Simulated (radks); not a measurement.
The table gives one normalised radial function P(r) = r R(r) of Sr+ in [Kr] 5s1 (r in bohr). Method: non-relativistic Kohn-Sham, LDA (Slater exchange, Perdew-Wang correlation), spin-polarised, spherical densities, point nucleus; open shells are filled with parallel spins first (spin-orbit coupling, left out, can overturn this in heavy ions); relativity is left out, which matters for an element this heavy; computed with a radial shooting solver on a logarithmic mesh with Libxc functionals.

r         P
0.004231   0.0035
0.006518   0.0079
0.01012    0.0177
0.01571    0.0385
0.0242     0.0775
0.03758    0.1443
0.05789    0.2289
0.08989    0.2802
0.1396     0.1797
0.215     -0.1322
0.3338    -0.4332
0.5142    -0.2540
0.7983     0.4205
1.24       0.8849
1.909      0.6844
2.965      0.2396
4.603      0.0325
7.091      0.0012
11.01      0.0000

Which n and l does it have? It may be an empty orbital.

Answer. n = 4, l = 1: the number of nodes gives n - l - 1 = 2, the rise at small r (about r^(l+1)) gives l, and the extent must fit the shell. The curve is that of 4p down; the table hardly tells the two spins apart. 4p down: eigenvalue -29.150 eV, 2 radial nodes at r = 0.184, 0.619 bohr, <r> = 1.56 bohr, 90 % of the charge inside 2.34 bohr.
